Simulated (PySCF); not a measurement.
Problem. Write Cartesian coordinates for InChI=1S/C7H15NOSi/c1-4-10(5-2,6-3)8-7-9/h4-6H2,1-3H3 as optimised with PBE0-D3(BJ)/def2-SVP.

Solution. 
```
atom  x, y, z in Å
Si1    0.0344    0.0687    0.0384
C2    -0.2144   -0.0170    1.8994
C3     0.2562   -1.3118    2.5557
H4    -1.2900    0.1393    2.0933
H5     0.2967    0.8560    2.3442
H6     0.0489   -1.3217    3.6372
H7    -0.2459   -2.1876    2.1158
H8     1.3403   -1.4622    2.4318
C9     1.8419   -0.1330   -0.4372
C10    2.1028   -0.2233   -1.9384
H11    2.2201   -1.0375    0.0704
H12    2.3997    0.7115    0.0063
H13    3.1710   -0.3712   -2.1605
H14    1.5531   -1.0644   -2.3890
H15    1.7846    0.6908   -2.4642
C16   -0.6969    1.6438   -0.6807
C17   -2.1947    1.8235   -0.4521
H18   -0.4714    1.6512   -1.7614
H19   -0.1318    2.4928   -0.2546
H20   -2.5744    2.7426   -0.9249
H21   -2.7662    0.9790   -0.8680
H22   -2.4398    1.8841    0.6201
N23   -0.8333   -1.2731   -0.6612
C24   -1.3806   -2.2031   -1.1745
O25   -1.9202   -3.1137   -1.6752
```

Orientation and origin are arbitrary. Atoms count from 1 in this order. All 3 C–Si bonds measure 1.879 to 1.880 Å. All 3 C–C bonds measure 1.526 Å. Si1 (silicon bonded to 3 C and N) is tetrahedral (angles from 107.1° to 111.9°).

Bonds between heavy atoms (Å): Si1–C2 1.879, Si1–C9 1.880, Si1–C16 1.880, Si1–N23 1.744, C2–C3 1.526, C9–C10 1.526, C16–C17 1.526, N23–C24 1.195, C24–O25 1.171.

Computed, not measured: PBE0-D3(BJ)/def2-SVP geometry optimisation, gas phase in PySCF.

Point group: near C3, missed by 0.15 Å at most; the miss may be what the optimiser left on a soft mode. No frequency check. One conformer, not necessarily the lowest (C9–Si1–C2–C3 -59°, C2–Si1–C9–C10 174°, C2–Si1–C16–C17 -60°).
